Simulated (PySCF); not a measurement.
## Dipole response of V(2+) (vanadium, charge +2)

[Ar] 3d3, high-spin 4F determinant. Computed with PySCF 2.14 in aug-cc-pVQZ-DK, with the spin-free X2C one-electron Hamiltonian (Gaussian nucleus). Coupled (time-dependent) response in atomic units; α is the mean over directions.

| method | mean α (bohr³) | C₆ (like pair) | S(−4) |
| --- | --- | --- | --- |
| UHF | 3.997 | 12.08 | 9.147 |

S(−4) is the Cauchy moment in α(ω) = α(0) + S(−4) ω² + …

α(iu) at UHF:

| u (hartree) | α(iu) (bohr³) |
| --- | --- |
| 0 | 3.997 |
| 0.0500 | 3.974 |
| 0.100 | 3.909 |
| 0.200 | 3.688 |
| 0.300 | 3.410 |
| 0.500 | 2.879 |
| 0.750 | 2.363 |
| 1.00 | 1.974 |
| 1.50 | 1.425 |
| 2.00 | 1.065 |
| 3.00 | 0.6487 |
| 5.00 | 0.3079 |

A single London oscillator, α(iu) = α/(1 + u²/ω²), gives C₆ = (3/4) ω α². Matching the computed C₆ needs ω = 4 × 12.08 / (3 × 3.997²) = 1.01 hartree.

For an ion, C₆ is the dispersion term alone; charge-induced terms of lower order in 1/R come first.
